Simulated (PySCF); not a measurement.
## Name the molecule from its bond curve

A diatomic of charge 0 contains In. Its singlet curve at PBE0 in a double-zeta basis (scalar-relativistic core potentials, PySCF), in eV from the separated fragments:

| R (Å) | E (eV) |
| --- | --- |
| 2.602 | -0.656 |
| 2.723 | -0.775 |
| 2.844 | -0.843 |
| 2.935 | -0.867 |
| 3.026 | -0.875 |
| 3.117 | -0.868 |
| 3.238 | -0.842 |
| 3.389 | -0.788 |
| 3.571 | -0.705 |
| 3.813 | -0.573 |

The fit gives ωe = 265 cm⁻¹ and the rotational constant Bₑ = 0.2788 cm⁻¹.

Q: Which atom is the partner?

A: The minimum lies at 3.024 Å, so the reduced mass is 16.8576 u Å² cm⁻¹/(Bₑ·Re²) = 6.612 u. With In at 114.90 u the partner weighs about 7.0 u: Li. The molecule is LiIn.

Closed-shell solutions of metal pairs were not tested for spin polarisation, which can lower them a little. Spin–orbit coupling is left out.
